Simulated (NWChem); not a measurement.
All runs are NWChem calculations. System: H2SSn, charge 0, spin multiplicity 1, at a geometry optimised with B3LYP/def2-SVP with def2 effective core potentials on Sn. The structure started from a generated list of species. Level: CR-EOMCCSD(T)/def2-SVPD with def2 effective core potentials on Sn, 9 core orbitals frozen.

The NWChem input:

```
start mol
memory heap 100 mb stack 700 mb global 1900 mb
geometry units angstroms nocenter noautoz
  Sn    -0.398608    -0.472529     0.000000
  H      1.002312    -1.586414     0.000000
  S      1.169663     1.426642     0.000000
  H      0.213473     2.386587     0.000000
  symmetry group Cs
end
basis spherical
  * library def2-svpd
end
ecp
  Sn library def2-ecp
end
scf
  rhf
  nopen 0
  maxiter 100
  thresh 1e-7
  semidirect memsize 60000000 filesize 0
end
tce
  freeze core 9
  creomsd(t)
  nroots 2
  2eorb
  2emet 13
  thresh 1e-5
  maxiter 200
  tilesize 24
end
task tce energy
```

Part of the output:

```
             Northwest Computational Chemistry Package (NWChem) 7.3.0
             --------------------------------------------------------

                                NWChem Input Module
                                -------------------

 Scaling coordinates for geometry "geometry" by  1.889725989
 (inverse scale =  0.529177249)

 Turning off AUTOSYM since
 SYMMETRY directive was detected!

                             Geometry "geometry" -> ""
                             -------------------------

 Output coordinates in angstroms (scale by  1.889725989 to convert to a.u.)

  No.       Tag          Charge          X              Y              Z
 ---- ---------------- ---------- -------------- -------------- --------------
    1 Sn                  50.0000    -0.39860800    -0.47252900     0.00000000
    2 H                    1.0000     1.00231200    -1.58641400     0.00000000
    3 S                   16.0000     1.16966300     1.42664200     0.00000000
    4 H                    1.0000     0.21347300     2.38658700     0.00000000

 Effective nuclear repulsion energy (a.u.)     204.8989972690

            Nuclear Dipole moment (a.u.)
            ----------------------------
        X                 Y               Z
 ---------------- ---------------- ----------------
    -0.0000132281    -0.0000094486     0.0000000000

      Symmetry information
      --------------------

 Group name             Cs
 Group number              2
 Group order               2
 No. of unique centers     4

      Symmetry unique atoms

     1    2    3    4


 Summary of "ao basis" -> "" (spherical)
 ------------------------------------------------------------------------------
       Tag                 Description            Shells   Functions and Types
 ---------------- ------------------------------  ------  ---------------------
 *                         def2-svpd                  on all atoms

 Summary of "ao basis" -> "ao basis" (spherical)
 ------------------------------------------------------------------------------
       Tag                 Description            Shells   Functions and Types
[...]
   0.0426644993897   0.1694530171727    4.61105     1.1     1.1

 Iteration   4 using    8 trial vectors
   0.0150792904985   0.1122935683489    3.05566
   0.0160149944312   0.1682389013287    4.57802     1.1     1.1

 Iteration   5 using   10 trial vectors
   0.0059667870576   0.1120435244879    3.04886
   0.0067152158493   0.1679627800975    4.57050     1.1     1.1

 Iteration   6 using   12 trial vectors
   0.0024888805317   0.1120010719269    3.04771
   0.0030009095296   0.1679053094307    4.56894     1.1     1.1

 Iteration   7 using   14 trial vectors
   0.0011545648200   0.1120003379293    3.04769
   0.0017350219993   0.1678863757651    4.56842     1.2     1.2

 Iteration   8 using   16 trial vectors
   0.0005589808632   0.1120061137917    3.04784
   0.0011776412839   0.1678862417258    4.56842     1.1     1.1

 Iteration   9 using   18 trial vectors
   0.0002354235299   0.1120087293974    3.04791
   0.0008806667661   0.1678885419336    4.56848     1.1     1.1

 Iteration  10 using   20 trial vectors
   0.0001039512420   0.1120087230566    3.04791
   0.0005853208602   0.1678857475206    4.56841     1.2     1.2

 Iteration  11 using   22 trial vectors
   0.0000434341823   0.1120085504504    3.04791
   0.0002953928833   0.1678849378972    4.56838     1.2     1.2

 Iteration  12 using   24 trial vectors
   0.0000170461593   0.1120083741686    3.04790
   0.0001369354750   0.1678836161311    4.56835     1.2     1.2

 Iteration  13 using   26 trial vectors
   0.0000067314759   0.1120083640062    3.04790
   0.0000621505937   0.1678832361377    4.56834     1.2     1.2

 Iteration  14 using   27 trial vectors
   0.0000049285233   0.1120083644937    3.04790
   0.0000277204835   0.1678831181250    4.56833     0.7     0.7

 Iteration  15 using   28 trial vectors
   0.0000046273508   0.1120083691423    3.04790
   0.0000135121665   0.1678831773748    4.56834     0.7     0.7

 Iteration  16 using   29 trial vectors
   0.0000046095410   0.1120083697570    3.04790
   0.0000067461842   0.1678831975197    4.56834     0.7     0.7
 --------------------------------------------------------------
 Iterations converged
 ------------------

 Excited state root  1
 Excitation energy / hartree =        0.112008369756963
                   / eV      =        3.047904115971979
 largest EOMCCSD amplitudes: R1 and R2

 Singles contributions
    21a"  (alpha) ---    20a'  (alpha)        0.9117522369

 Doubles contributions
 ------------------

 Excited state root  2
 Excitation energy / hartree =        0.167883197519705
                   / eV      =        4.568336186243239
 largest EOMCCSD amplitudes: R1 and R2

 Singles contributions
    21a"  (alpha) ---    18a'  (alpha)        0.8884400084

 Doubles contributions
======= CR-EOMCCSD(T) calculation ======
corresponding R0 value =     0.000000

CR-EOMCCSD(T) Intermediates cpu wall time             1.4            1.4
 creom_N i2_1 nr of boxes                    33
 creom_N i2_2 nr of boxes                    72
 creom_N i2_3 nr of boxes                    33
 creom_N i2_4 nr of boxes                    72

CR-EOMCCSD(T) triples loop cpu wall            25.2           25.2

 CR-EOMCCSD(T)  total energy / hartree       =      -612.109692605501891
 CR-EOMCCSD(T)  excitation energy (eV)       =      2.93831

======= CR-EOMCCSD(T) calculation ======
corresponding R0 value =     0.000000

CR-EOMCCSD(T) Intermediates cpu wall time             1.4            1.4
 creom_N i2_1 nr of boxes                    33
 creom_N i2_2 nr of boxes                    72
 creom_N i2_3 nr of boxes                    33
 creom_N i2_4 nr of boxes                    72

CR-EOMCCSD(T) triples loop cpu wall            25.4           25.4

 CR-EOMCCSD(T)  total energy / hartree       =      -612.055349898934082
 CR-EOMCCSD(T)  excitation energy (eV)       =      4.41705

 Task  times  cpu:      205.5s     wall:      205.5s

 Total times  cpu:      205.5s     wall:      205.5s
```
